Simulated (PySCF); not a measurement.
PySCF job for Si(H)(Me)(OH)(OMe) (C₂H₈O₂Si), SMILES CO[SiH](C)O, PBE0-D3(BJ)/def2-SVP. Coordinates come from a PBE0-D3(BJ)/def2-SVP optimisation. Other conformers were not sampled.

```python
import numpy as np
from pyscf import gto, scf, dft, df
from pyscf.hessian import thermo

mol = gto.M(
    atom='''
    Si    0.25884311    0.33796025   -0.33921956
    C     1.97162621   -0.27289587   -0.67539421
    O     0.34888075    1.45702443    0.89114093
    O    -0.64544808   -0.98915668    0.09175847
    C    -2.01132555   -0.96168489    0.38107706
    H    -0.40661089    0.98131218   -1.51903350
    H     1.96076343   -1.06232483   -1.44136743
    H     2.62119891    0.54524067   -1.02027010
    H     2.40394832   -0.69222958    0.24589853
    H    -0.38992124    2.06240096    0.99102688
    H    -2.22534010   -0.41080458    1.31593844
    H    -2.37371626   -1.99322413    0.51082796
    H    -2.60339112   -0.49727175   -0.43123918
    ''',
    basis='def2-SVP',
    charge=0,
    spin=0,
    max_memory=1600,
    verbose=3,
)
mf = dft.RKS(mol, xc='pbe0').density_fit(auxbasis='def2-universal-jkfit')
mf.disp = 'd3bj'
mf.grids.level = 3
mf.conv_tol = 1e-11
mf.max_cycle = 100
mf.kernel()

# [left out here: the lines that compute and print the analytic Hessian (its translational invariance restored by hand, since the grid's response is missing), thermochemistry and intensities]
```

Log of the run:

```
converged SCF energy = -520.410698887186

WARN: DFTD3 does not support analytical Hessian, using finite difference


WARN: Mole.unit (angstrom) is changed to Bohr

Mode                                 0                   1                   2
Irrep
Freq [cm^-1]                       54.4249             94.5620            114.4913
Reduced mass [au]                   3.0067              1.0770              1.0430
Force const [Dyne/A]                0.0052              0.0057              0.0081
Char temp [K]                      78.3053            136.0536            164.7275
Normal mode                   x     y     z       x     y     z       x     y     z
       0  Si                 0.01  0.00 -0.03    0.00 -0.01 -0.01   -0.00  0.00  0.01
       1   C                 0.03 -0.00  0.04    0.01 -0.00  0.03    0.00  0.01 -0.01
       2   O                -0.09 -0.06  0.03   -0.02  0.01 -0.02    0.01 -0.02  0.03
       3   O                -0.01 -0.01 -0.12   -0.00 -0.01 -0.02   -0.00 -0.00 -0.01
       4   C                 0.04  0.06  0.11    0.01  0.01  0.04   -0.01  0.01 -0.02
       5   H                 0.10  0.07 -0.05    0.01 -0.02 -0.03   -0.01  0.02  0.02
       6   H                 0.06 -0.01  0.05    0.03 -0.06  0.09   -0.07 -0.37  0.38
       7   H                 0.04 -0.01  0.05   -0.00 -0.01 -0.03   -0.15 -0.09 -0.54
       8   H                -0.01  0.01  0.06    0.02  0.08  0.06    0.22  0.52  0.11
       9   H                -0.02  0.04 -0.11   -0.04 -0.02 -0.02    0.03  0.01  0.01
      10   H                 0.22  0.20  0.07    0.13 -0.43  0.33   -0.02  0.05 -0.05
      11   H                 0.04  0.09  0.32   -0.12 -0.01 -0.47   -0.01  0.01  0.02
      12   H                -0.09 -0.04  0.15    0.03  0.50  0.30    0.00 -0.03 -0.05
Mode                                 3                   4                   5
Irrep
Freq [cm^-1]                      150.1951            195.3869            246.0694
[...]
       4   C                 0.01  0.00 -0.00   -0.12  0.09 -0.03   -0.01  0.05  0.12
       5   H                -0.06  0.47  0.29   -0.00 -0.02 -0.01   -0.01 -0.01 -0.01
       6   H                -0.20  0.04  0.01    0.02  0.00 -0.00    0.00  0.00 -0.00
       7   H                -0.00 -0.02 -0.06   -0.01 -0.00  0.00   -0.00 -0.00 -0.00
       8   H                 0.00 -0.07 -0.02    0.02  0.00 -0.01    0.00 -0.00 -0.00
       9   H                 0.09  0.17  0.27   -0.00 -0.01  0.00    0.00  0.00  0.00
      10   H                 0.02 -0.00 -0.00   -0.03 -0.19  0.14   -0.65 -0.03  0.02
      11   H                 0.06 -0.01 -0.02    0.39 -0.08  0.04    0.15 -0.05 -0.31
      12   H                 0.01 -0.00 -0.01   -0.48 -0.13  0.11    0.32 -0.17 -0.25
Mode                                18                  19                  20
Irrep
Freq [cm^-1]                     1230.3583           1271.1003           1423.7551
Reduced mass [au]                   2.8021              1.3076              1.0474
Force const [Dyne/A]                2.4991              1.2447              1.2509
Char temp [K]                    1770.2117           1828.8303           2048.4666
Normal mode                   x     y     z       x     y     z       x     y     z
       0  Si                -0.01 -0.02  0.01    0.02 -0.00 -0.01   -0.00  0.00 -0.01
       1   C                -0.01 -0.00  0.00   -0.13  0.05  0.02   -0.01  0.00 -0.06
       2   O                 0.00 -0.00  0.00   -0.00  0.00  0.00    0.00 -0.00  0.00
       3   O                 0.13  0.07 -0.04   -0.01 -0.00  0.00    0.00  0.00  0.00
       4   C                -0.12 -0.08  0.04    0.01 -0.00 -0.00    0.00  0.00  0.00
       5   H                -0.02 -0.03 -0.01   -0.02  0.00  0.03   -0.01  0.01  0.00
       6   H                 0.02 -0.00  0.00    0.49 -0.02  0.07   -0.32 -0.33  0.30
       7   H                 0.00 -0.01  0.00    0.36 -0.35 -0.02    0.11  0.20  0.66
       8   H                 0.02 -0.00 -0.01    0.40 -0.09 -0.28    0.35  0.13 -0.16
       9   H                -0.00 -0.01  0.01    0.01  0.01  0.02   -0.00 -0.00 -0.00
      10   H                 0.06  0.19 -0.09   -0.00 -0.00 -0.00   -0.00  0.00  0.00
      11   H                -0.44  0.04  0.06   -0.00  0.00 -0.00   -0.00  0.00 -0.01
      12   H                 0.18  0.17 -0.02   -0.00 -0.00  0.00   -0.00 -0.01 -0.00
Mode                                21                  22                  23
Irrep
Freq [cm^-1]                     1425.0320           1473.9561           1475.3862
Reduced mass [au]                   1.0470              1.0408              1.1431
Force const [Dyne/A]                1.2527              1.3322              1.4660
Char temp [K]                    2050.3038           2120.6946           2122.7523
Normal mode                   x     y     z       x     y     z       x     y     z
       0  Si                 0.00  0.01 -0.00    0.00  0.00 -0.00   -0.01 -0.01  0.00
       1   C                 0.02  0.05 -0.00    0.00  0.00 -0.00    0.00 -0.00 -0.00
       2   O                -0.00 -0.00  0.00    0.00 -0.00  0.00    0.00  0.00  0.00
       3   O                 0.00 -0.00 -0.00   -0.01 -0.01 -0.00    0.02  0.01 -0.01
       4   C                 0.00  0.00 -0.00   -0.01 -0.04 -0.02    0.10 -0.01 -0.02
       5   H                -0.01 -0.02 -0.00    0.01  0.00 -0.01    0.02  0.01  0.01
       6   H                 0.18 -0.36  0.41   -0.00 -0.01  0.01   -0.01  0.01 -0.01
       7   H                -0.29  0.22 -0.15   -0.00  0.00  0.00    0.01 -0.01  0.00
       8   H                -0.17 -0.62 -0.22    0.00 -0.01 -0.00   -0.00  0.02  0.01
       9   H                -0.00 -0.00  0.00   -0.00 -0.00 -0.00    0.00  0.01 -0.00
      10   H                -0.01 -0.01  0.00   -0.32  0.18 -0.20   -0.54 -0.03 -0.13
      11   H                -0.02  0.01  0.00    0.44 -0.14  0.31   -0.42  0.18  0.07
      12   H                -0.02 -0.01  0.01    0.14  0.63  0.25   -0.46 -0.03  0.35
Mode                                24                  25                  26
Irrep
Freq [cm^-1]                     1479.1748           2198.1716           3000.4833
Reduced mass [au]                   1.0406              1.0400              1.0364
Force const [Dyne/A]                1.3414              2.9609              5.4976
Char temp [K]                    2128.2032           3162.6794           4317.0275
Normal mode                   x     y     z       x     y     z       x     y     z
       0  Si                 0.00  0.00  0.00   -0.02  0.01 -0.03    0.00  0.00 -0.00
       1   C                 0.00 -0.00 -0.00    0.00 -0.00 -0.00   -0.00 -0.00  0.00
       2   O                 0.00 -0.00 -0.00   -0.00 -0.00 -0.00   -0.00 -0.00 -0.00
       3   O                -0.00 -0.01  0.01    0.00  0.00 -0.00   -0.00 -0.00  0.00
       4   C                 0.00 -0.03  0.04   -0.00 -0.00  0.00   -0.04  0.02  0.00
       5   H                 0.00 -0.01 -0.00    0.43 -0.42  0.77   -0.00 -0.01  0.00
       6   H                 0.00 -0.00  0.00   -0.00 -0.00 -0.00    0.00  0.00  0.00
       7   H                -0.00  0.00 -0.00   -0.00  0.01 -0.00   -0.00  0.00 -0.00
       8   H                -0.00 -0.00 -0.00   -0.01  0.00  0.00    0.00  0.00 -0.00
       9   H                -0.01 -0.01 -0.00    0.00 -0.00 -0.00    0.00 -0.00  0.00
      10   H                 0.15  0.57 -0.29    0.00  0.00  0.00    0.10 -0.29 -0.51
      11   H                 0.14 -0.14 -0.61    0.00 -0.01  0.00    0.10  0.32 -0.04
      12   H                -0.27 -0.03  0.20    0.01  0.01 -0.01    0.37 -0.29  0.53
Mode                                27                  28                  29
Irrep
Freq [cm^-1]                     3067.1194           3074.7226           3131.0430
Reduced mass [au]                   1.0363              1.1052              1.1018
Force const [Dyne/A]                5.7437              6.1561              6.3638
Char temp [K]                    4412.9019           4423.8412           4504.8737
Normal mode                   x     y     z       x     y     z       x     y     z
       0  Si                -0.00  0.00  0.00    0.00  0.00  0.00   -0.00 -0.00  0.00
       1   C                 0.05 -0.02 -0.01   -0.00  0.00  0.00    0.00  0.00 -0.00
       2   O                 0.00 -0.00 -0.00    0.00 -0.00 -0.00    0.00  0.00 -0.00
       3   O                 0.00  0.00 -0.00   -0.00 -0.00 -0.00    0.00 -0.00 -0.00
       4   C                 0.00  0.00  0.00    0.01  0.00  0.09    0.01  0.09 -0.00
       5   H                 0.00 -0.00  0.00    0.00  0.00 -0.00    0.00 -0.00 -0.00
       6   H                 0.02  0.40  0.39    0.00 -0.00 -0.00    0.00  0.00  0.00
       7   H                -0.32 -0.43  0.18    0.00  0.01 -0.00   -0.00 -0.00  0.00
       8   H                -0.22  0.22 -0.49    0.00 -0.00  0.01    0.00 -0.00  0.00
       9   H                 0.00 -0.00 -0.00   -0.00 -0.00  0.00   -0.00 -0.00 -0.00
      10   H                 0.00 -0.00 -0.01    0.12 -0.37 -0.60    0.04 -0.11 -0.22
      11   H                 0.00  0.00  0.00    0.02  0.06  0.01   -0.28 -0.84  0.10
      12   H                -0.00  0.00 -0.01   -0.32  0.27 -0.46    0.10 -0.07  0.15
Mode                                30                  31                  32
Irrep
Freq [cm^-1]                     3175.1982           3179.0207           3948.9898
Reduced mass [au]                   1.1024              1.1032              1.0671
Force const [Dyne/A]                6.5483              6.5686              9.8048
Char temp [K]                    4568.4032           4573.9030           5681.7172
Normal mode                   x     y     z       x     y     z       x     y     z
       0  Si                 0.00 -0.00  0.00   -0.00 -0.00 -0.00    0.00  0.00  0.00
       1   C                 0.00 -0.04  0.08   -0.03 -0.08 -0.03   -0.00 -0.00 -0.00
       2   O                 0.00  0.00 -0.00   -0.00  0.00  0.00    0.05 -0.04 -0.01
       3   O                 0.00  0.00 -0.00    0.00  0.00  0.00    0.00  0.00  0.00
       4   C                 0.00  0.00 -0.00    0.00  0.00 -0.00   -0.00  0.00  0.00
       5   H                -0.00  0.00 -0.00    0.00  0.00  0.00   -0.00  0.00  0.00
       6   H                -0.00 -0.22 -0.20    0.00  0.52  0.51    0.00  0.00  0.00
       7   H                 0.29  0.36 -0.14    0.36  0.44 -0.20    0.00  0.00 -0.00
       8   H                -0.30  0.29 -0.63    0.04 -0.05  0.08   -0.00  0.00  0.00
       9   H                -0.00  0.00 -0.00    0.00 -0.00  0.00   -0.73  0.62  0.11
      10   H                -0.00  0.00  0.00   -0.00  0.00  0.00    0.00 -0.00 -0.00
      11   H                -0.00 -0.00  0.00   -0.00 -0.00  0.00    0.00  0.00 -0.00
      12   H                -0.00 -0.00  0.00   -0.00  0.00 -0.00    0.00 -0.00  0.00
temperature 298.1500 [K]
pressure 101325.00 [Pa]
Rotational constants [GHz] 5.98298 2.85594 2.14305
Symmetry number 1
Zero-point energy (ZPE) 0.10225 [Eh]   268466.060 [J/mol]
                           tot       elec      trans        rot        vib
Entropy [J/mol/K]       370.467      0.000    165.163    111.194     94.110
Cv [J/mol/K]            113.046      0.000     12.472     12.472     88.103
Cp [J/mol/K]            121.361      0.000     20.786     12.472     88.103
Internal energy [J/mol]                      3718.434   3718.434 282880.469
Internal energy [Eh]   -520.30012  -520.41070
Enthalpy [J/mol]                             6197.391   3718.434 282880.469
Enthalpy [Eh]          -520.29918
Gibbs free energy [J/mol]                  -43045.974 -29434.014 254821.599
Gibbs free energy [Eh] -520.34125
mode   freq/cm-1   IR/(km/mol)
   1       54.42         5.283
   2       94.56         0.352
   3      114.49         0.477
   4      150.20         0.354
   5      195.39        60.139
   6      246.07        35.040
   7      306.06        13.932
   8      354.48        34.096
   9      653.46        27.958
  10      703.57        90.610
  11      761.42        18.183
  12      778.13        48.558
  13      837.50       130.502
  14      859.43        37.161
  15      905.54       272.025
  16      961.06       180.207
  17     1174.93       106.968
  18     1179.80         8.485
  19     1230.36       203.600
  20     1271.10        57.424
  21     1423.76         4.477
  22     1425.03         3.932
  23     1473.96         4.537
  24     1475.39         8.466
  25     1479.17         5.032
  26     2198.17       171.912
  27     3000.48        73.209
  28     3067.12         0.197
  29     3074.72        46.127
  30     3131.04        29.305
  31     3175.20         1.057
  32     3179.02         1.774
  33     3948.99        89.604
max |gradient| / (hartree/bohr): 4.25954242808548e-05
APT charges: [ 1.8361 -0.4064 -0.8798 -1.0687  0.5796 -0.3358  0.0414  0.0338  0.0396
  0.3045 -0.0574 -0.0323 -0.0546]
```

Self-consistency was reached.
